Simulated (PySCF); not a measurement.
Level of theory: PBE0-D3(BJ)/def2-SVP geometry optimisation, gas phase, def2 core potentials past Kr (PySCF). Rigid rotors, one computed conformer each. Dipoles of ions are taken about the centre of mass.

Species:
1. SbMe3, `[CH3][Sb]([CH3])[CH3]`
2. `[CH3:1][CH2:2][NH2+:3][CH3:4]` (charge +1) with C1–C2–N3–C4 178°
3. `[O:1]=[C:2]([OH:3])[C+:4]1[CH:5][CH:6]=[CH:7][O:8]1` (charge +1 and doublet state) with O1–C2–O3–H 0°, O1–C2–C4–C5 -174°

Rotational constants (MHz) and dipole components (D):

```json
{"set": "P", "A": "23724", "B": "3753", "C": "3519", "μa": "1.82", "μb": "1.25", "μc": "0.03"}
{"set": "Q", "A": "5129", "B": "1659", "C": "1254", "μa": "4.87", "μb": "2.58", "μc": "0.01"}
{"set": "R", "A": "3728", "B": "3715", "C": "2973", "μa": "0.00", "μb": "0.00", "μc": "0.62"}
```

Q: Match each set to its species.

A: P = 2, Q = 3, R = 1.

- 1 (set R): mass 166.0 u, 4 heavy atoms, longest extent 5.1 Å, Ia, Ib, Ic = 135.5, 136.0, 170.0 u·Å².
- 2 (set P): mass 60.1 u, 4 heavy atoms, longest extent 5.5 Å, near-prolate asymmetric top, Ia, Ib, Ic = 21.3, 134.7, 143.6 u·Å².
- 3 (set Q): mass 112.0 u, 8 heavy atoms, longest extent 6.3 Å, asymmetric top, Ia, Ib, Ic = 98.5, 304.6, 402.9 u·Å².

Each constant is 505379 MHz·u·Å² over a principal moment. Point groups hold within 0.08 Å; constants that symmetry makes equal can differ a little in the computed geometry, and forbidden dipole components can keep a residue. No structure here is proved a minimum.
